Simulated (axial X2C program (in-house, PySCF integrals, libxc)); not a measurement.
**Potential curves of HfH⁻, with spin–orbit coupling**

Calculated with an in-house all-electron X2C program for linear molecules (integrals from PySCF). Two-component (2c) means X2C with spin–orbit coupling and atomic mean-field two-electron Coulomb and Gaunt terms. Basis: Hf dyall-acv3z [14s15p10d7f4g], H dyall-av3z [7s3p2d] (cores contracted in-house); Gaussian nuclei, density fitting, unrestricted open shells. Masses: Hf 179.947 u, H 1.008 u.

State: Ω = 2 (⟨Sz⟩ = -0.92, ⟨Lz⟩ = 2.92 at PBE0). Energies in kJ/mol from the lowest point of each curve. Fits are polynomials in 1 − R0/R over 0.85 to 1.23 times the lowest point R0.

```tsv
R (Å)	PBE0
1.6556	29.03
1.7317	12.41
1.7888	5.05
1.8459	1.14
1.9030	0.00
1.9696	1.44
2.0362	5.17
2.1218	12.43
2.2265	23.81
2.3788	42.94
```

The state is a single determinant with fixed occupations, the lowest that a limited PBE0 search found. Density functionals use the spin component along the axis (collinear). The functionals have no current-density term, which raises determinants with orbital currents, atoms included. With several unpaired electrons one determinant need not be a pure state. A state of lower Ω lies just above, and one determinant can place such states too high, so the state shown need not be the lowest. The search has Ω = 1 only 0.09 eV up. The highest occupied level of some functionals is positive through self-interaction error; at Hartree–Fock it is bound. The lowest spin-free determinant has another configuration (M_S = 1, Λ = 0), so the order of states is uncertain and this need not be the ground state.

(1) What are Re and ωe at the PBE0 level?

Answers

(1) At PBE0, 2c: Re = 1.902 Å, ωe ≈ 1380 cm⁻¹; Be follows as 4.65 cm⁻¹.
